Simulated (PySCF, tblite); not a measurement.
Isomers of C3H9NSSi. Computed values, GFN2-xTB/tblite, gas phase, harmonic and unscaled. The method is semi-empirical: single wavenumbers can be off by several per cent or more. Modes of hydrogen on silicon and sulfur can be 10 to 20 % off. One conformer each.

Electronic energies: PBE0/pcSseg-1 single points on the GFN2-xTB geometries (PySCF, gas phase).

| SMILES | electronic energy, lowest = 0 (kcal/mol) |
| --- | --- |
| S[Si@H]1CCCN1 | 0.0 |
| C=C(C)S[SiH2]N | 23.7 |
| S[SiH2]NC1CC1 | 28.0 |

Question: How do GFN2-xTB zero-point energies change the relative energies?

Answer: 
```csv
SMILES,ZPE (kcal/mol),of it from modes above 1550 cm⁻¹,electronic (kcal/mol),"with ZPE, lowest = 0 (kcal/mol)",lowest mode (cm⁻¹),rings
S[Si@H]1CCCN1,73.0,37.2,0.0,0.0,67,1
C=C(C)S[SiH2]N,70.4,40.8,23.7,21.1,16,0
S[SiH2]NC1CC1,70.4,36.9,28.0,25.4,41,1
```

The zero-point energies span 2.6 kcal/mol, from `S[SiH2]NC1CC1` to `S[Si@H]1CCCN1`. The order is unchanged.

Question: And how do the electronic energies of GFN2-xTB itself compare?

Answer: `S[Si@H]1CCCN1` 0.0; `C=C(C)S[SiH2]N` 19.5; `S[SiH2]NC1CC1` 12.4 kcal/mol, lowest = 0. Against the energies above, taken from the same isomer `S[Si@H]1CCCN1`, the largest difference is 15.6 kcal/mol.
